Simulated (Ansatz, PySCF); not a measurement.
BClGeH4O, SMILES O[B](Cl)[GeH3].

The structure is a stationary point at B3LYP-D3(BJ)/def2-SVP. This is a generated structure with no PubChem entry under its InChIKey; it may be hypothetical. Other conformers were not sampled.

Vertical ionisation energy (IE) and electron affinity (EA) in eV. Rows of orbital energies are one-electron estimates. Where ΔSCF, EOM or ADC give a negative EA the extra electron is unbound and the value depends on the basis.

| level | IE | EA |
|---|---|---|
| −ε(HOMO), −ε(LUMO), B3LYP/def2-TZVP (PySCF) | 8.14 | 1.19 |
| −ε(HOMO), −ε(LUMO), PBE/def2-TZVP (PySCF) | 7.12 | 1.93 |
| ΔSCF, PBE0/def2-SVPD (Ansatz), final states of multiplicity 2 and 2 | 10.47 | -0.67 |
| ΔSCF, PBE/def2-SVPD (Ansatz), final states of multiplicity 2 and 2 | 10.17 | -0.59 |

Q: What vertical singlet–triplet gap does ΔSCF give with PBE0/def2-SVPD (Ansatz, a first-principles code) and with PBE/def2-SVPD (Ansatz)? (An estimate is asked for; the answer gives what the named calculation found.)

A: 5.03 and 4.85 eV (triplet above singlet where positive).
